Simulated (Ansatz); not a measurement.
The cluster Cs3I2. Charge 0, multiplicity 2. Geometry PBE-D4/def2-SVP.

```xyz
5

Cs    0.415   -2.469   -0.926
Cs   -0.990    2.358   -0.809
Cs    1.723    0.383    3.508
I    -1.385   -0.432    1.612
I     0.236    0.160   -3.385
```

In the def2 sets Cs, I take a core potential; there is no spin–orbit coupling. Another isomer (doublet) lies 0.08 eV lower at PBE0-D4/def2-TZVP; other spin states weren't run for this one.

Estimate the α-spin orbital energies around the gap (eV) in Ansatz with PBE-D4/def2-SVP, PBE-D4/def2-TZVP, r2SCAN-D4/def2-TZVP, r2SCANh-D4/def2-TZVP, PBE0-D4/def2-SVP.


```tsv
orbital	PBE-D4/def2-SVP	PBE-D4/def2-TZVP	r2SCAN-D4/def2-TZVP	r2SCANh-D4/def2-TZVP	PBE0-D4/def2-SVP
HOMO−9	-13.23	-13.18	-13.71	-14.23	-14.73
HOMO−8	-13.22	-13.17	-13.66	-14.16	-14.70
HOMO−7	-13.12	-13.07	-13.60	-14.12	-14.62
HOMO−6	-5.40	-5.48	-5.75	-6.14	-6.49
HOMO−5	-5.40	-5.48	-5.75	-6.14	-6.49
HOMO−4	-5.34	-5.43	-5.70	-6.09	-6.43
HOMO−3	-4.90	-4.99	-5.27	-5.66	-5.98
HOMO−2	-4.82	-4.93	-5.20	-5.59	-5.90
HOMO−1	-4.68	-4.78	-5.07	-5.46	-5.76
HOMO	-2.19	-2.18	-2.15	-2.29	-2.50
LUMO	-1.44	-1.44	-1.26	-1.14	-1.08
LUMO+1	-1.35	-1.33	-1.05	-0.94	-0.95
LUMO+2	-0.85	-0.87	-0.72	-0.61	-0.51
LUMO+3	-0.78	-0.77	-0.48	-0.38	-0.40
LUMO+4	-0.52	-0.64	-0.44	-0.31	-0.12
LUMO+5	-0.46	-0.55	-0.34	-0.25	-0.04
β HOMO	-4.68	-4.78	-5.07	-5.46	-5.75
β LUMO	-1.80	-1.77	-1.44	-1.37	-1.30
```
